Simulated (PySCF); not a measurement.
Job file and geometry (Å, from GFN2-xTB) of an NMR shielding run on `C[BH2-][N+]#C[SiH2]CC#N`, C4H9BN2Si, PySCF 2.14.0, density-fitted response routines, GIAO PBE0/pcSseg-1 NMR shielding, non-relativistic, gas phase; density fitting, a coarse starting grid and PySCF grid level 2 are the driver's defaults:

```
$ OMP_NUM_THREADS=1 python probes_run.py task.json out

{"job": {"kind": "nmr", "xc": "PBE0", "basis": "pcSseg-1"}, "charge": 0, "multiplicity": 1}
C     -3.162126     0.386682    -0.316242
B     -2.416969    -0.172208     1.038677
N     -1.061377    -0.473197     0.647431
C      0.007505    -0.679915     0.257245
Si     1.719127    -1.006712    -0.381835
C      2.586153     0.701148    -0.234896
C      3.943879     0.618311    -0.673946
N      5.026400     0.524621    -1.031173
H     -4.191320     0.639484    -0.079346
H     -3.174863    -0.357348    -1.109519
H     -2.680578     1.281405    -0.704439
H     -2.340611     0.655845     1.894645
H     -2.883732    -1.197024     1.431883
H      1.616920    -1.416141    -1.781308
H      2.358349    -1.988298     0.492076
H      2.576038     1.047985     0.800701
H      2.070208     1.447392    -0.843178
```

Task: What does the program print?

Result: 
```
coarse grid: 14760 points
cycle   1  E = -580.9490525748  dE =  9.141e-01  |g| = 6.767e-01  |ddm| = 3.663e+00
cycle   2  E = -580.4316912963  dE =  5.174e-01  |g| = 1.554e+00  |ddm| = 1.972e+00
cycle   3  E = -581.0811047905  dE = -6.494e-01  |g| = 1.475e-01  |ddm| = 1.394e+00
cycle   4  E = -581.0846998785  dE = -3.595e-03  |g| = 9.454e-02  |ddm| = 1.654e-01
cycle   5  E = -581.0862086921  dE = -1.509e-03  |g| = 4.297e-02  |ddm| = 6.444e-02
cycle   6  E = -581.0865975829  dE = -3.889e-04  |g| = 9.837e-03  |ddm| = 3.038e-02
cycle   7  E = -581.0866196891  dE = -2.211e-05  |g| = 3.143e-03  |ddm| = 9.060e-03
cycle   8  E = -581.0866217893  dE = -2.100e-06  |g| = 6.550e-04  |ddm| = 2.508e-03
final grid: 138304 points
cycle   9  E = -581.1291888814  dE = -3.158e-05  |g| = 7.423e-03  |ddm| = 2.486e-02
cycle  10  E = -581.1291804404  dE =  8.441e-06  |g| = 9.721e-03  |ddm| = 1.334e-02
cycle  11  E = -581.1292006412  dE = -2.020e-05  |g| = 3.274e-03  |ddm| = 7.514e-03
cycle  12  E = -581.1292030795  dE = -2.438e-06  |g| = 2.999e-04  |ddm| = 2.015e-03
cycle  13  E = -581.1292030991  dE = -1.963e-08  |g| = 9.474e-05  |ddm| = 3.078e-04
cycle  14  E = -581.1292031011  dE = -1.978e-09  |g| = 3.868e-05  |ddm| = 1.011e-04
cycle  15  E = -581.1292031014  dE = -3.126e-10  |g| = 1.693e-05  |ddm| = 3.677e-05
converged SCF energy = -581.1292031014

GIAO shielding tensors (ppm)
atom      isotropic    diamagn.    paramagn.     s11        s22        s33       span
  0 C      178.489     249.558     -71.069    165.133    181.324    189.011     23.878
  1 B      138.221     192.519     -54.298    123.577    135.180    155.905     32.328
  2 N      -27.360     329.005    -356.365   -214.295   -197.253    329.467    543.762
  3 C       69.963     271.008    -201.044    -17.312    -11.974    239.176    256.489
  4 Si     419.032     880.986    -461.954    387.625    426.622    442.850     55.225
  5 C      188.068     252.860     -64.792    177.731    182.096    204.377     26.646
  6 C       68.392     255.805    -187.413    -45.309    -43.524    294.009    339.319
  7 N      -35.967     336.778    -372.745   -210.718   -202.406    305.224    515.941
  8 H       31.392      28.471       2.921     27.250     27.958     38.968     11.719
  9 H       31.572      31.488       0.083     28.321     29.557     36.837      8.516
 10 H       31.680      32.838      -1.157     28.283     29.965     36.792      8.509
 11 H       29.559      30.914      -1.355     25.904     29.840     32.933      7.029
 12 H       29.537      29.803      -0.267     25.893     29.644     33.073      7.180
 13 H       26.935      28.973      -2.038     23.524     25.598     31.685      8.161
 14 H       26.973      28.154      -1.181     23.491     25.506     31.922      8.431
 15 H       29.668      29.516       0.152     24.287     28.867     35.849     11.561
 16 H       29.650      31.027      -1.378     24.255     28.857     35.837     11.583
```

Size and cost of the density-fitted run: 188 basis functions, 27 s wall time on 1 thread of an Arm Neoverse V2, shared host; peak memory 0.99 GiB.
